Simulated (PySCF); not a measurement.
A side-by-side comparison of computed properties.

First species: 2-tert-butylpyridine, C₉H₁₃N.
Numbering: `[CH3:1][C:2]([CH3:3])([CH3:4])[c:5]1[cH:6][cH:7][cH:8][cH:9][n:10]1` (hydrogens: H11, H12, H13 on C1; H14, H15, H16 on C3; H17, H18, H19 on C4; H20 on C6; H21 on C7; H22 on C8; H23 on C9)

Second species: C5H3FO2.
InChI=1S/C5H3FO2/c6-5-2-1-4(3-7)8-5/h1-3H

Levels: PBE0/pcSseg-1 for dipole moment, HOMO energy, LUMO energy and HOMO–LUMO gap; GFN2-xTB for rotational constant A and rotational constant C. Geometries: GFN2-xTB. Each structure is a single optimised conformer of the isolated species, non-relativistic unless stated. Electronic properties by PySCF.

The conformers computed, where there is a choice (atom-mapped SMILES and torsion angles):
- `[CH3:1][C:2]([CH3:3])([CH3:4])[c:5]1[cH:6][cH:7][cH:8][cH:9][n:10]1`: C1–C2–C5–C6 60°
- `[O:1]=[CH:2][c:3]1[cH:4][cH:5][c:6]([F:7])[o:8]1`: O1–C2–C3–C4 0°

Which of the two has the higher rotational constant A, and by how much?

The second: 6.730 GHz against 2.608 GHz, a difference of 4.122 GHz.

Which of the two has the higher LUMO energy, and by how much?

The first: -0.59 eV against -1.94 eV, a difference of 1.35 eV.

Which has the higher rotational constant C?

The second: 1.091 GHz against 0.861 GHz, a difference of 0.230 GHz.

Which of the two has the higher dipole moment, and by how much?

The second: 2.64 D against 1.79 D, a difference of 0.85 D.

Which has the higher HOMO–LUMO gap?

The first: 6.61 eV against 5.38 eV, a difference of 1.23 eV.

Which of the two has the higher HOMO energy, and by how much?

The first: -7.20 eV against -7.32 eV, a difference of 0.12 eV.

On the first: The dipole equals about 6.0 × 10⁻³⁰ C·m (1 D = 3.33564 × 10⁻³⁰ C·m).

On the second: A dipole of 2.64 D is allowed in Cs, and pure rotational transitions are dipole-allowed. In atomic units the dipole is 1.04 e·bohr (1 au = 2.5417 D).
